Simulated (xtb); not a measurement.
HISSe, SMILES S[Se]I. All values are semi-empirical tight-binding results from xtb (GFN2-xTB unless named), good for trends rather than for accurate numbers. Geometry optimised at GFN2-xTB. The values are those of a single conformer.

Optimised geometry:

Bonded distances (Å): Se1–I2 2.509, Se1–S3 2.152, S3–H4 1.342. Angles (°): I2–Se1–S3 104.8, Se1–S3–H4 98.6.
Charge 0, spin multiplicity 1.

- orbital gap = 2.75 eV
- zero-point energy = 5.9 kcal/mol
- G − E(el) at 298.15 K (modified RRHO) = -13.8 kcal/mol
- static polarisability (D4 model) = 82.3 bohr³
- solvation energy, GFN2-xTB/ALPB(water) = -1.3 kcal/mol
- solvation energy, GFN2-xTB/ALPB(hexane) = -4.5 kcal/mol

Question: Give the atomic charges and the Wiberg bond orders between heavy atoms. (Estimate from the structure and the level; the computed values follow.)

Answer: charges (e) Se1 -0.01, I2 -0.02, S3 -0.14, H4 0.17. Bond orders Se1–I2 1.21, Se1–S3 1.34.
